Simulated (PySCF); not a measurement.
PySCF job for C₃H₇BO₂, SMILES O(B(C=C)O)C, B3LYP/pcSseg-1. The structure is a stationary point at PBE0-D3(BJ)/def2-SVP. Other conformers were not sampled.

```python
import numpy as np
from pyscf import gto, scf, dft
from pyscf.prop.nmr import rks as nmr

mol = gto.M(
    atom='''
    B    -0.01035964    0.27892847    0.63450386
    C     0.81359555    1.02660337   -0.47085781
    C     0.63557601    0.95908759   -1.79654352
    H     1.56804557    1.73423653   -0.10281345
    H     1.22074995    1.57061590   -2.49203477
    H    -0.11689743    0.31069921   -2.25674005
    O    -0.12724418    0.90501936    1.83824649
    H    -0.64512843    0.36951426    2.45045312
    O    -0.61183589   -0.94058614    0.52212928
    C    -0.53277522   -1.80609268   -0.57345017
    H    -0.67029804   -2.83729603   -0.21473709
    H    -1.33004852   -1.59522290   -1.30678674
    H     0.43963780   -1.74024462   -1.08775746
    ''',
    basis='pcSseg-1',
    charge=0,
    spin=0,
    max_memory=1600,
    verbose=3,
)
mf = dft.RKS(mol, xc='b3lyp')
mf.grids.level = 3
mf.conv_tol = 1e-10
mf.max_cycle = 100
mf.kernel()
n = nmr.NMR(mf)
n.verbose = 2
n.max_cycle_cphf = 60
sigma = n.kernel()
print('atom   isotropic/ppm   span/ppm')
for i, s in enumerate(sigma):
    w = np.linalg.eigvalsh((s + s.T) / 2)
    print(f'{mol.atom_symbol(i):2s}{i + 1:3d} {w.mean():14.3f} {w[2] - w[0]:11.3f}')
```

Output:

```
converged SCF energy = -293.890949388403
atom   isotropic/ppm   span/ppm
B   1         72.067      26.193
C   2         38.667     248.815
C   3         36.206     249.346
H   4         25.310       4.966
H   5         25.181       5.635
H   6         25.402       7.187
O   7        204.205     155.314
H   8         27.799      13.615
O   9        230.635     230.102
C  10        123.609      73.448
H  11         27.634       9.822
H  12         27.562       8.961
H  13         27.403       7.185
```

The calculation finished and met its thresholds.

Cost: roughly 50 core-seconds.
